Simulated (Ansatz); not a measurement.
Consider the ligand exchange at a B–O bond: `OB(O)F` + `C=N` → `C=NB(O)F` + H₂O.

Isolated molecules relaxed with PBE0-D4/def2-TZVP in Ansatz; ΔE leaves out vibrations. CBS: MP2 limit from def2 TZ/QZ plus the TZ coupled-cluster correction, frozen cores. This one scheme is used for every species. DFT in def2-TZVPP. B3LYP here is the variant with VWN-RPA as its local correlation; programs differ in this. HSE06 is defined as in plane-wave codes. One conformer a species, not always the lowest.

`OB(O)F`:

Cartesian coordinates in Å:
```
O -0.854 -0.711 -0.072
B 0.299 -0.008 0.096
O 0.387 1.299 -0.236
F 1.384 -0.598 0.598
H -0.780 -1.627 0.203
H -0.437 1.644 -0.588
```

`C=N`:

Cartesian coordinates in Å:
```
C -0.235 0.138 0.279
N 0.783 0.204 -0.462
H -0.965 -0.680 0.270
H -0.422 0.946 0.989
H 0.840 -0.609 -1.076
```

`C=NB(O)F`:

Cartesian coordinates in Å:
```
C 0.371 0.357 -1.371
N -0.150 0.596 -0.259
B -0.003 0.048 1.049
O -0.843 -0.882 1.566
F 0.936 0.532 1.858
H 0.090 0.944 -2.252
H 1.120 -0.429 -1.539
H -1.521 -1.164 0.948
```

H₂O:

Z-matrix (Å, degrees):
```
O
H 1 0.960
H 1 0.960 2 105.1
```

```
             level  ΔE (kJ/mol)  difference from CCSD(T)/CBS
         r2SCAN-D4         67.1                          0.4
           PBE0-D4         64.5                         -2.2
          B3LYP-D4         64.8                         -1.9
        r2SCAN0-D4         69.1                          2.4
          BHLYP-D4         70.0                          3.3
            B2PLYP         69.4                          2.7
               PBE         62.9                         -3.8
            revPBE         63.2                         -3.5
              BLYP         65.8                         -0.9
             B3LYP         68.4                          1.7
           r2SCAN0         70.0                          3.3
             HSE06         66.5                         -0.2
       HF/def2-SVP         86.0                         19.3
     CCSD/def2-SVP         85.3                         18.6
CCSD(T)/def2-TZVPP         71.2                          4.5
     MP2/CBS(def2)         63.5                         -3.2
       CCSD(T)/CBS         66.7                            0
```

Largest T1 diagnostic among the species: 0.013.

From PBE to PBE0 (25 % exact exchange), in def2-TZVPP and without D4, ΔE moves by +3.7 kJ/mol. At CCSD(T), def2-SVP lies +17.6 kJ/mol from the extrapolated value and def2-TZVPP +4.6 kJ/mol. The D4 term adds −3.6 kJ/mol with B3LYP and −2.1 kJ/mol with PBE0; it sums over pairs of atoms, weighted by their polarisabilities, and B3LYP, whose exchange is more repulsive, gets the larger term.
